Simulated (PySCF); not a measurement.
GeH₃ISi, neutral, multiplicity 1. Atoms are numbered in the order given.

```xyz
6

Ge     1.0113     0.9567     0.0000
I     -0.2209    -1.3122     0.0000
Si    -1.1328     2.2432     0.0000
H     -0.9025     3.7362     0.0000
H     -1.9453     1.8963    -1.2233
H     -1.9453     1.8963     1.2233
```

Geometry optimised at PBE-D3(BJ)/def2-SVP. The def2 effective core potentials stand for the cores of I; spin–orbit coupling is left out.

All values below come from PBE-D3(BJ)/def2-SVP in PySCF.

Frequencies are harmonic and unscaled.

### Question
Give all harmonic wavenumbers and intensities. (Estimate from the structure and the level; the computed values follow.)

### Answer

```tsv
mode	ν (cm⁻¹)	IR (km/mol)	moving atoms (share of kinetic energy)
1	55	0.4	H 97 %
2	91	0.6	Si 51 %, I 20 %, Ge 16 %, H 14 %
3	228	20.2	Ge 63 %, I 37 %
4	296	10.2	Si 62 %, Ge 30 %, H 8 %
5	353	13.7	H 92 %
6	448	7.1	H 86 %, Si 12 %
7	801	228.2	H 91 %, Si 9 %
8	885	50.7	H 97 %
9	900	24.4	H 97 %
10	2121	77.2	H 99 %
11	2141	83.8	H 96 %
12	2146	69.4	H 96 %
```
